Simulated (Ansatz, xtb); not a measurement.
## Ranking isomers of C6H3F2N

10 gas-phase structures of C6H3F2N, from a drawn sample of its isomers (lower ones may exist). Each was relaxed with GFN2-xTB; where two conformers were screened, the lower at r2SCAN-D4/def2-SVP is listed:

A. `C#C[C@@]1(F)[C@H](F)[C@H]1C#N`, a singlet
B. `C#C[C@@]1(F)[C@@H](F)[C@@H]1C#N`, a singlet
C. `N#C/C(F)=C1\CC=C1F`, a singlet
D. `N#C/C=C\C#CC(F)F`, a singlet
E. `C=CC(F)(F)C#CC#N`, a singlet
F. `C=C(F)[C@H](F)C#CC#N`, a singlet
G. `N#C/C(F)=C1/CC=C1F`, a singlet
H. `N#C/C=C/C#CC(F)F`, a singlet
I. `C#C[C@@]1(F)[C@H](C#N)[C@@H]1F`, a singlet
J. `N#CC#C/C(=C\F)CF`, a singlet

Question: Make a reasoned guess at their ranking by r2SCAN-D4/def2-SVP single-point energy.

Answer: Calculated order at r2SCAN-D4/def2-SVP: C (0.0), G (1.3), H (19.8), D (20.3), J (26.1), E (36.8), F (58.6), B (106.9), A (114.0), I (118.0) kJ/mol. Less than 1 kcal/mol parts C and G; H and D; A and I, so the order within those pairs means little. CCSD(T)/def2-SVP + ΔMP2/def2-TZVPP after further relaxation puts D lowest instead.

Energies above the lowest of each column, in kJ/mol; the last columns are at B3LYP/def2-SVP geometries and were run for some of them only (a dash: not run or not comparable):

```json
{"structure": "C", "GFN2-xTB": "2.3", "HF/STO-3G": "0.0", "r2SCAN-D4/def2-SVP": "0.0", "B3LYP/def2-SVP": "0.6", "CCSD(T)/def2-SVP + ΔMP2/def2-TZVPP": "9.7"}
{"structure": "G", "GFN2-xTB": "0.0", "HF/STO-3G": "0.8", "r2SCAN-D4/def2-SVP": "1.3", "B3LYP/def2-SVP": "1.7", "CCSD(T)/def2-SVP + ΔMP2/def2-TZVPP": "11.0"}
{"structure": "H", "GFN2-xTB": "29.1", "HF/STO-3G": "67.8", "r2SCAN-D4/def2-SVP": "19.8", "B3LYP/def2-SVP": "0.0", "CCSD(T)/def2-SVP + ΔMP2/def2-TZVPP": "0.6"}
{"structure": "D", "GFN2-xTB": "29.9", "HF/STO-3G": "68.0", "r2SCAN-D4/def2-SVP": "20.3", "B3LYP/def2-SVP": "1.0", "CCSD(T)/def2-SVP + ΔMP2/def2-TZVPP": "0.0"}
{"structure": "J", "GFN2-xTB": "23.3", "HF/STO-3G": "60.5", "r2SCAN-D4/def2-SVP": "26.1", "B3LYP/def2-SVP": "11.2", "CCSD(T)/def2-SVP + ΔMP2/def2-TZVPP": "23.0"}
{"structure": "E", "GFN2-xTB": "65.3", "HF/STO-3G": "83.5", "r2SCAN-D4/def2-SVP": "36.8", "B3LYP/def2-SVP": "20.5", "CCSD(T)/def2-SVP + ΔMP2/def2-TZVPP": "–"}
{"structure": "F", "GFN2-xTB": "53.9", "HF/STO-3G": "88.0", "r2SCAN-D4/def2-SVP": "58.6", "B3LYP/def2-SVP": "–", "CCSD(T)/def2-SVP + ΔMP2/def2-TZVPP": "–"}
{"structure": "B", "GFN2-xTB": "60.0", "HF/STO-3G": "97.5", "r2SCAN-D4/def2-SVP": "106.9", "B3LYP/def2-SVP": "–", "CCSD(T)/def2-SVP + ΔMP2/def2-TZVPP": "–"}
{"structure": "A", "GFN2-xTB": "63.9", "HF/STO-3G": "100.1", "r2SCAN-D4/def2-SVP": "114.0", "B3LYP/def2-SVP": "–", "CCSD(T)/def2-SVP + ΔMP2/def2-TZVPP": "–"}
{"structure": "I", "GFN2-xTB": "76.6", "HF/STO-3G": "103.6", "r2SCAN-D4/def2-SVP": "118.0", "B3LYP/def2-SVP": "–", "CCSD(T)/def2-SVP + ΔMP2/def2-TZVPP": "–"}
```

CCSD(T)/def2-SVP + ΔMP2/def2-TZVPP puts D lowest of those it was run on, with H within 1 kcal/mol; GFN2-xTB picks G, HF/STO-3G picks C, r2SCAN-D4/def2-SVP picks C. CCSD(T)/def2-SVP + ΔMP2/def2-TZVPP orders those it was run on as D (0.0), H (0.6), C (9.7), G (11.0), J (23.0) kJ/mol. Less than 1 kcal/mol parts D and H; C and G, so the order within those pairs means little. Flexible structures stand in one conformer each, not always the lowest. H keeps a small imaginary mode. Frequencies (GFN2-xTB) were run for C, D, G, H, J alone. ΔMP2 is the change of the MP2 energy from the smaller to the larger basis.

Over these structures GFN2-xTB departs from r2SCAN-D4/def2-SVP by 21.8 kJ/mol on average once a common shift is removed. A GFN2-xTB relaxation took about 0.067 s and the r2SCAN-D4/def2-SVP energy about 1.8 s on a shared host (Ansatz 0.2.0, xtb 6.7.1).
